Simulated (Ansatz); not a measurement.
A made-up structure of InH$_{3}$S$_{2}$, singlet:

```xyz
6
angstrom
S -0.7572 -1.5909 0.3421
In 0.3165 0.3656 -0.5084
S 0.2913 1.5756 1.0226
H -0.5153 -1.9346 -0.7719
H 1.0365 0.8687 -2.0622
H -0.3718 0.7155 1.9778
```

It is relaxed with PBE-D4/def2-SVP and then PBE0-D4/def2-TZVP (Ansatz 0.2.0). Atoms count as bonded within 1.22 times the sum of their covalent radii (H–H: 0.88 Å). The end point is not checked to be a true minimum.

Task: Does its bonding change? (A judgement: the text doesn't fix the answer.)

Result: By the calculation: No: no bond forms or breaks.

Where it ends: The first stage lowers the energy by 3.30 eV in 7 steps. It ends as InH₃S₂ ([SH][InH][SH]):
S1  (-0.732, -1.735, 0.105)
In2  (0.293, 0.337, -0.471)
S3  (0.328, 1.908, 1.314)
H4  (-0.541, -2.273, -1.111)
H5  (0.944, 0.682, -2.009)
H6  (-0.292, 1.081, 2.172)
(Å)

Labels in which every atom is bracketed show which atoms are joined, not bond orders.

For scale, one of the runs: PBE0-D4/def2-TZVP relaxation, 142 basis functions, launched by `ansatz run in.yaml --threads 2 --pin off --events-out ev --progress --plain --max-ram 4352MiB`. The run took about 18 s on 2 CPU threads of an AMD EPYC 7B13 (shared host).
